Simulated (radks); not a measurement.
All-electron atom: Tm3+ in [Kr] 4d10 4f13 5s2 5p5 (not the ground configuration).

Method: Dirac Kohn-Sham, PBE, spin-unpolarised, spherical densities, point nucleus; open shells fill j = l - 1/2 first; computed with a radial shooting solver on a logarithmic mesh with Libxc functionals.

Energy parts (hartree):
total: -13579.7911
kinetic: 15040.3966
electron-nucleus: -33595.6910
Hartree: 5261.6266
exchange-correlation: -286.1232

Orbitals (lengths in bohr, moments of r in powers of bohr; <r^-3> diverges for s and p1/2; r(90%) holds 90 % of the orbital's charge):
orbital  occ.  eigenvalue (hartree)  r(90%)   <1/r>      <r>  <r^-3>  small-component weight
1s1/2       2             -2177.352  0.0363   79.12  0.02001       -                6.69e-02
2s1/2       2             -368.0117   0.131   19.06  0.08429       -                1.50e-02
2p1/2       2             -350.7899   0.116   19.03  0.07007       -                1.50e-02
2p3/2       4             -314.7640   0.126   16.42  0.07746   12820                1.38e-02
3s1/2       2             -83.51093   0.324   6.981   0.2205       -                4.84e-03
3p1/2       2             -75.94038   0.316   6.896   0.2103       -                4.78e-03
3p3/2       4             -68.33254   0.335   6.228   0.2241    2814                4.42e-03
3d3/2       4             -55.43322   0.307   6.115   0.1973   480.4                4.31e-03
3d5/2       6             -53.77057   0.313   5.952   0.2016   418.1                4.20e-03
4s1/2       2             -17.29677   0.716   2.919   0.4979       -                1.56e-03
4p1/2       2             -14.25397   0.738   2.808   0.5064       -                1.47e-03
4p3/2       4             -12.53968   0.784   2.577   0.5384   634.1                1.34e-03
4d3/2       4              -7.53860   0.851   2.353   0.5657   92.82                1.15e-03
4d5/2       6              -7.22711   0.869   2.296   0.5771   79.27                1.12e-03
4f5/2       6              -1.19393    1.34   1.723   0.7709   11.90                6.81e-04
4f7/2       7              -1.14934    1.37   1.694   0.7866   11.34                6.64e-04
5s1/2       2              -3.01830    1.76   1.095    1.218       -                3.18e-04
5p1/2       2              -2.18290    1.99  0.9689    1.359       -                2.54e-04
5p3/2       3              -1.96038    2.13  0.8918    1.458   81.07                2.22e-04

The highest occupied level is 4f7/2 at -31.275 eV. Summed over all electrons, <r^2> = 32.48 bohr^2, which gives a Langevin (diamagnetic) susceptibility term of -25.7 x 10^-6 cm^3/mol. The density falls to 0.001 e/bohr^3 at r = 3.14 bohr.
